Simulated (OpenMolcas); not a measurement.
5d6 along the 74-electron sequence

```
Program             : OpenMolcas
Method              : MS-CASPT2, IPEA 0.25 Eh, imaginary shift 0.1 Eh
Basis               : ANO-R3
Scalar Hamiltonian  : X2C, finite nucleus
Spin-orbit coupling : RASSI with atomic mean-field integrals over the reference wave functions, term energies averaged over their components
```

Active space for each ion: 6 electrons in 5 orbitals (5d); closed shells correlated by CASPT2: 5s 5p.

Computed levels in cm-1 above 5D4:

| Level | Os2+ | Ir3+ | Pt4+ | Au5+ |
| --- | --- | --- | --- | --- |
| 5D3 | 4720 | 6150 | 7760 | 9590 |
| 5D1 | 7180 | 9100 | 11170 | 13430 |
| 5D0 | 7450 | 9320 | 11240 | 13200 |
| 3G5 | 16370 | 19060 | 21680 | 24340 |
| 3H6 | 16730 | 19460 | 22150 | 24900 |
| 3F2(1) | 19900 | 23290 | 26570 | 29980 |
| 1S0(1) | 22010 | 26670 | 31160 | 35740 |
| 3D1 | 23700 | 28160 | 32470 | 36780 |
| 3G4 | 24620 | 29260 | 33810 | 38470 |
| weight of 5D in the lowest level (%) | 85 | 82 | 79 | 76 |

Mixed levels, with the weight of the term that names them: Os2+ 3G5 (50 %), Os2+ 3F2(1) (75 %), Os2+ 1S0(1) (61 %), Os2+ 3D1 (72 %), Os2+ 3G4 (64 %), Ir3+ 3G5 (51 %), Ir3+ 3F2(1) (70 %), Ir3+ 1S0(1) (60 %), Ir3+ 3D1 (72 %), Ir3+ 3G4 (61 %), Pt4+ 5D0 (73 %), Pt4+ 3G5 (52 %), Pt4+ 3F2(1) (66 %), Pt4+ 1S0(1) (60 %), Pt4+ 3D1 (72 %), Pt4+ 3G4 (57 %), Au5+ 5D0 (69 %), Au5+ 3G5 (53 %), Au5+ 3F2(1) (59 %), Au5+ 1S0(1) (59 %), Au5+ 3D1 (70 %), Au5+ 3G4 (51 %).

The fine-structure level 5D0 changes by a factor of 1.77 from Os2+ to Au5+. Its fourth root runs 9.29, 9.83, 10.30, 10.72, with steps per unit of Z of 0.53, 0.47, 0.42; equal steps would mean a (Z - σ)^4 law with constant σ.

3G5 changes by a factor of 1.49 over the same range, with steps per unit of Z of +2690, +2620, +2660 cm-1.

CASPT2 does not keep the components of a term degenerate, so their means are used; among the terms shown or strongly mixed into the levels shown the widest spread is 1200 cm-1 (5d6 1I, Au5+). The CASPT2 spread within a term exceeds the gap to the next term for 5d6 1G(1) and 5d6 1I, so the order of their levels is uncertain (figures for Os2+; the like holds for Ir3+, Pt4+, Au5+). Configurations with an s electron lie low in 5d ions of this charge, fall among these levels and mix in, so low-spin terms can stand far too high, up to twice their true height, and weights are not those of the real levels (holds for Os2+). Levels of configurations outside the active space are missing.

A number in round brackets counts repeated terms of one configuration in the order of the reference energies.
